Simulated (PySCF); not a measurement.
## Molecular orbitals of CsSb⁺

LC-ωPBE at R = 4.255 Å; basis Cs def2-SVPD with ECP46, Sb def2-SVPD with ECP28; scalar-relativistic core potentials; PySCF 2.14. State: ⁴Σ⁻ (quartet), unpaired electrons σ ↑, π ↑↑. Only the outer orbitals are listed, counted within each symmetry, core potentials removing the inner ones.

```json
{"spin": "α", "orbital": "4σ", "occ.": "1", "ε (eV)": "-37.96", "on Cs (%)": "100", "main shells (%)": "100 Cs s"}
{"spin": "α", "orbital": "5σ", "occ.": "1", "ε (eV)": "-22.82", "on Cs (%)": "89", "main shells (%)": "89 Cs p, 10 Sb s"}
{"spin": "α", "orbital": "3π", "occ.": "1", "ε (eV)": "-22.76", "on Cs (%)": "100", "main shells (%)": "100 Cs p"}
{"spin": "α", "orbital": "3π", "occ.": "1", "ε (eV)": "-22.76", "on Cs (%)": "100", "main shells (%)": "100 Cs p"}
{"spin": "α", "orbital": "6σ", "occ.": "1", "ε (eV)": "-22.22", "on Cs (%)": "10", "main shells (%)": "90 Sb s, 10 Cs p"}
{"spin": "α", "orbital": "7σ", "occ.": "1", "ε (eV)": "-12.63", "on Cs (%)": "2", "main shells (%)": "98 Sb p"}
{"spin": "α", "orbital": "4π", "occ.": "1", "ε (eV)": "-12.40", "on Cs (%)": "0", "main shells (%)": "99 Sb p"}
{"spin": "α", "orbital": "4π", "occ.": "1", "ε (eV)": "-12.40", "on Cs (%)": "0", "main shells (%)": "99 Sb p"}
{"spin": "α", "orbital": "8σ", "occ.": "0", "ε (eV)": "-3.35", "on Cs (%)": "99", "main shells (%)": "97 Cs s"}
{"spin": "α", "orbital": "5π", "occ.": "0", "ε (eV)": "-2.17", "on Cs (%)": "99", "main shells (%)": "98 Cs p"}
{"spin": "α", "orbital": "5π", "occ.": "0", "ε (eV)": "-2.17", "on Cs (%)": "99", "main shells (%)": "98 Cs p"}
{"spin": "β", "orbital": "4σ", "occ.": "1", "ε (eV)": "-37.95", "on Cs (%)": "100", "main shells (%)": "100 Cs s"}
{"spin": "β", "orbital": "3π", "occ.": "1", "ε (eV)": "-22.76", "on Cs (%)": "100", "main shells (%)": "100 Cs p"}
{"spin": "β", "orbital": "3π", "occ.": "1", "ε (eV)": "-22.76", "on Cs (%)": "100", "main shells (%)": "100 Cs p"}
{"spin": "β", "orbital": "5σ", "occ.": "1", "ε (eV)": "-22.74", "on Cs (%)": "100", "main shells (%)": "100 Cs p"}
{"spin": "β", "orbital": "6σ", "occ.": "1", "ε (eV)": "-18.55", "on Cs (%)": "0", "main shells (%)": "100 Sb s"}
{"spin": "β", "orbital": "7σ", "occ.": "0", "ε (eV)": "-4.21", "on Cs (%)": "35", "main shells (%)": "66 Sb p, 30 Cs s"}
{"spin": "β", "orbital": "4π", "occ.": "0", "ε (eV)": "-3.69", "on Cs (%)": "13", "main shells (%)": "87 Sb p"}
{"spin": "β", "orbital": "4π", "occ.": "0", "ε (eV)": "-3.69", "on Cs (%)": "13", "main shells (%)": "87 Sb p"}
```

**Question.** Which are the highest filled and the lowest empty level, where do they sit, and how wide is the gap?

**Answer.** Highest filled α 4π at -12.40 eV (in %: 99 Sb p); lowest empty β 7σ at -4.21 eV (in %: 66 Sb p, 30 Cs s); the gap at LC-ωPBE is 8.19 eV.

The bond order (Mayer) is 0.05 and the ⟨S²⟩ is 3.753. The charge on Cs (Mulliken, basis-dependent) is 0.98. The charge on Cs (Löwdin, basis-dependent) is 0.84 and the dipole moment (positive dipole points towards Sb; it is taken about the centre of mass and depends on that origin) is -7.99 D.

Spin–orbit coupling is left out. The state was picked by a PBE0 search and need not be the measured ground state.
